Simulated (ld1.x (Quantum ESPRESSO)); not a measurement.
**Before and after: TM potential for magnesium**

| Item | Value |
| --- | --- |
| Element | magnesium |
| Generator | ld1.x (Quantum ESPRESSO) 7.5 |
| Type | norm-conserving Troullier–Martins (Kleinman–Bylander form) |
| Functional | PW91 |
| Relativity | non-relativistic |
| Frozen core | [He] |
| Valence charge | 10 |
| Reference configuration | 2s2 2p6 3s1.5 3p0 (charge +0.5) |
| Partial waves | 2p (bound): rc 0.75 bohr; 2s (bound): rc 0.90 bohr |
| Local potential | the s channel |
| Core correction | none |

Occupied shells without a wave of their own: 3s. They enter only through the test configuration that unscreens the potential.

Change: core [He] 2s2, valence charge 8; reference 2p6 3s1 3p1; waves now 2p (bound): rc 0.70 bohr; 3s (bound): rc 2.75 bohr; core correction a·sin(br)/r model core, default radius (core density twice the valence density) (3p counted twice).

Cutoffs: the cutoffs (Ry, on a coarse ladder) from which the occupation-weighted sum of valence levels, in a spherical-Bessel basis at the reference potential, stays within 10 and 1 mRy of its value at 400 Ry; they do not see the model core or the augmentation charge, which bear on the density cutoff. Errors are all-electron minus pseudo energies relative to the spin-unpolarised reference configuration.

Problem. What does the change do?

Solution. The miss of the reference levels goes from 0.09 to 0.49 eV; neither file shows a bound ghost at the reference potential, the only one tested. In the changed file ld1.x takes every shell without a wave as core, so the model core holds the 3p electrons as well and exchange and correlation see them twice. This cancels in the reference configuration, but the file is broken for other ones, and its errors say nothing about a proper core correction. Several settings change at once here, so the effects cannot be laid on one of them.

```csv
quantity,base,changed
"cutoff, loose",230 Ry,260 Ry
"cutoff, tight",over 300 Ry,over 300 Ry
loose cutoff by channel (10 mRy a level),"p 200 Ry, s 80 Ry","p 230 Ry, s 6 Ry"
bound ghosts,none,none
"largest miss of a reference level, eV",0.09,0.49
"largest error over its own tests, meV",+234,+963
```

Base: The 3s level has no wave, so the channel is fitted at the deeper level alone: the likely source of the large errors. Changed file: These tests converged, but a pseudo level misses the all-electron one widely, so the file describes the atom poorly there or has found another state: 2p5 3s2 3p0: empty 3p by 2.1 eV.
